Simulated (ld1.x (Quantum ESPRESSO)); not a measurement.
Cutoff test, S, ultrasoft

```json
{
  "Element": "S (Z = 16)",
  "Generator": "ld1.x (Quantum ESPRESSO) 7.5",
  "Type": "ultrasoft",
  "Functional": "PBE",
  "Relativity": "scalar-relativistic",
  "Frozen core": "[Ne]",
  "Valence charge": "6",
  "Reference configuration": "3s2 3p1 (charge +3)",
  "Partial waves": "3s (bound): rcut 1.40, rcutus 1.55 bohr; 3s channel at -1.6 Ry: rcut 1.40, rcutus 1.55 bohr; 3p (bound): rcut 1.30, rcutus 1.55 bohr; 3p channel at -0.95 Ry: rcut 1.30, rcutus 1.55 bohr",
  "Local potential": "all-electron potential smoothed inside 1.25 bohr (lloc = -1)",
  "Core correction": "none",
  "Augmentation charge": "built from norm-conserving waves at rcut, not smoothed further"
}
```

The pseudo-atom Hamiltonian at the reference potential is diagonalised in spherical Bessel functions j_l(qr) that vanish at 20 bohr, with q² up to the cutoff. All-electron valence levels (Ry): 3s -3.8397, 3p -2.9601.

Problem. How do the lowest levels (Ry) of each channel move with the cutoff, and are there ghosts?

Solution.

| cutoff (Ry) | s #1 | s #2 | p #1 | p #2 | d #1 | d #2 | f #1 | Σ f·Δε (mRy) |
| --- | --- | --- | --- | --- | --- | --- | --- | --- |
| 8 | -3.8338 | -1.4015 | -2.8719 | -1.1134 | -1.4889 | -0.6923 | -0.6611 | 99.2 |
| 10 | -3.8349 | -1.4020 | -2.9177 | -1.1321 | -1.5303 | -0.7080 | -0.6632 | 51.3 |
| 12 | -3.8368 | -1.4034 | -2.9404 | -1.1419 | -1.5606 | -0.7195 | -0.6645 | 24.8 |
| 15 | -3.8382 | -1.4049 | -2.9535 | -1.1477 | -1.5816 | -0.7277 | -0.6655 | 8.7 |
| 18 | -3.8390 | -1.4062 | -2.9566 | -1.1489 | -1.6004 | -0.7353 | -0.6659 | 4.3 |
| 21 | -3.8390 | -1.4065 | -2.9580 | -1.1494 | -1.6075 | -0.7383 | -0.6661 | 2.8 |
| 25 | -3.8390 | -1.4066 | -2.9590 | -1.1496 | -1.6119 | -0.7401 | -0.6662 | 1.7 |
| 30 | -3.8392 | -1.4066 | -2.9595 | -1.1497 | -1.6155 | -0.7416 | -0.6662 | 0.9 |
| 35 | -3.8393 | -1.4066 | -2.9597 | -1.1497 | -1.6172 | -0.7423 | -0.6662 | 0.4 |
| 40 | -3.8394 | -1.4067 | -2.9598 | -1.1497 | -1.6179 | -0.7426 | -0.6662 | 0.3 |
| 400 | -3.8394 | -1.4067 | -2.9599 | -1.1497 | -1.6184 | -0.7428 | -0.6663 | 0.0 |

Result: no extra level below or beside the all-electron valence levels (s, p, d, f tested); 10 mRy is reached at 15 Ry and 1 mRy at 30 Ry.
